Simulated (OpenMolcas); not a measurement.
Ir VI.

| Item | Value |
| --- | --- |
| Program | OpenMolcas 26.06 |
| Method | CASSCF |
| Basis | ANO-RCC-VTZP [8s7p5d3f1g] |
| Scalar Hamiltonian | DKH2, point nucleus |
| Active space | 4 electrons in 5 orbitals (5d) |
| State averaging | 2S+1 = 5 even, 5 roots; 2S+1 = 3 even, 45 roots kept (CI in the orbitals of an earlier block); 2S+1 = 1 even, 50 roots kept (CI in the orbitals of an earlier block) |
| Spin-orbit coupling | RASSI with atomic mean-field integrals over the reference wave functions, term energies averaged over their components |

Levels without dynamic correlation, in cm-1 above 5d4 5D0:

| Level | E |
| --- | --- |
| 5d4 3P1(1) [73 %] | 33127 |
| 5d4 1I6 [71 %] | 49690 |
| 5d4 3D1 | 50403 |
| 5d4 1S0(1) [71 %] | 57734 |

On this reference, MS-CASPT2, IPEA 0.25 Eh, imaginary shift 0.1 Eh (closed shells correlated: 5s 5p) puts 5d4 3P1(1) [73 %] at 31070 cm-1.

Question: Estimate the other levels at that method by one scale factor, and say how well it serves.

Answer: The factor is 31070 / 33127 = 0.938. Scaled values beside those that MS-CASPT2 gives:
```json
{"Level": "5d4 1I6 [71 %]", "Scaled": "46609", "MS-CASPT2": "48550", "Miss (%)": "-4.0"}
{"Level": "5d4 3D1", "Scaled": "47278", "MS-CASPT2": "47510", "Miss (%)": "-0.5"}
{"Level": "5d4 1S0(1) [71 %]", "Scaled": "54154", "MS-CASPT2": "54180", "Miss (%)": "0"}
```
For these levels the scaled values miss MS-CASPT2 by up to 4.0 %, as correlation changes each term by its own factor, spin-orbit parts do not scale and CASPT2 has its own spread within terms. This holds within one configuration; levels of others move differently, and the target method has errors of its own against measurement.

CASPT2 does not keep the components of a term degenerate, so their means are used; among the terms shown or strongly mixed into the levels shown the widest spread is 1100 cm-1 (5d4 1I, MS-CASPT2). Terms from blocks run as CI alone lack orbitals of their own. Without dynamic correlation excited terms often stand tens of per cent too high (terms of higher spin than the ground term too low), and those without a measured partner can miss by more than the paired ones (holds for CASSCF). The CASPT2 spread within a term exceeds the gap to the next term for 5d4 3D and 5d4 1I, so the order of their levels is uncertain (holds for MS-CASPT2). Only configurations of the active space appear.

A share in square brackets marks a mixed level and gives the weight of the term that names it, the lowest over the columns. A number in round brackets counts repeated terms of one configuration in the order of the reference energies.
